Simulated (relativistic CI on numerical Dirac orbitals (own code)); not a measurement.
Crystal-field levels of Dy²⁺, 4f10

Calculated by Dirac-Coulomb-Breit CI, KLI orbitals optimised for each configuration, a model potential for QED, one configuration in a parametric crystal field, unscaled Slater integrals (own radial code). With so little scaling, terms lie 10 to 35 % too far apart, which can change the order of excited levels.

Field parameters in Wybourne normalisation. The field is a parameter set, without covalency.

S and J are read from ⟨S²⟩ = S(S + 1) and ⟨J²⟩ = J(J + 1) of each level; they are not fictitious spins.

D3h, B20 = 270, B40 = -50, B60 = 80, B66 = 460 cm⁻¹, the lowest 10 levels:

| E (cm⁻¹) | Degeneracy | S | J |
| --- | --- | --- | --- |
| 0.0 | 1 | 1.96 | 8.00 |
| 2.2 | 2 | 1.96 | 8.00 |
| 11.5 | 2 | 1.96 | 8.00 |
| 17.6 | 1 | 1.96 | 8.00 |
| 48.9 | 2 | 1.96 | 8.00 |
| 76.3 | 2 | 1.96 | 8.00 |
| 77.0 | 1 | 1.96 | 8.00 |
| 179 | 2 | 1.96 | 8.00 |
| 179 | 1 | 1.96 | 8.00 |
| 180 | 2 | 1.96 | 8.00 |

C2v, B20 = -10, B22 = 60, B40 = -110, B42 = 270, B44 = 230, B60 = -110, B62 = 0, B64 = -50, B66 = 70 cm⁻¹, the lowest 16 levels:

```tsv
E (cm⁻¹)	Degeneracy	S	J
0.0	1	1.96	8.00
1.0	1	1.96	8.00
9.8	1	1.96	8.00
15.6	1	1.96	8.00
16.2	1	1.96	8.00
16.7	1	1.96	8.00
29.9	1	1.96	8.00
40.7	1	1.96	8.00
55.3	1	1.96	8.00
62.7	1	1.96	8.00
65.9	1	1.96	8.00
77.7	1	1.96	8.00
78.8	1	1.96	8.00
79.6	1	1.96	8.00
88.4	1	1.96	8.00
90.2	1	1.96	8.00
```

C2v, B20 = 250, B22 = 50, B40 = -230, B42 = 140, B44 = -130, B60 = -290, B62 = 50, B64 = -160, B66 = 200 cm⁻¹, the lowest 16 levels:

```
E (cm⁻¹)  Degeneracy     S     J
     0.0           1  1.96  8.00
     5.9           1  1.96  8.00
    15.2           1  1.96  8.00
    29.9           1  1.96  8.00
    48.8           1  1.96  8.00
    77.1           1  1.96  8.00
    79.4           1  1.96  8.00
    80.9           1  1.96  8.00
     104           1  1.96  8.00
     106           1  1.96  8.00
     108           1  1.96  8.00
     115           1  1.96  8.00
     139           1  1.96  8.00
     151           1  1.96  8.00
     171           1  1.96  8.00
     176           1  1.96  8.00
```

The next free-ion level lies 4138 cm⁻¹ above the lowest; the field splits the ground level into components whose J stays near 8 as long as their spread is small against that gap.

Levels of this model without a field, named by their leading LS term: 5I_8 0, 5I_7 4138, 5I_6 7173, 5I_5 9467, 5I_4 11253, 5F_5 17921, 5S_2 20410, 3K_8 20566 cm⁻¹.
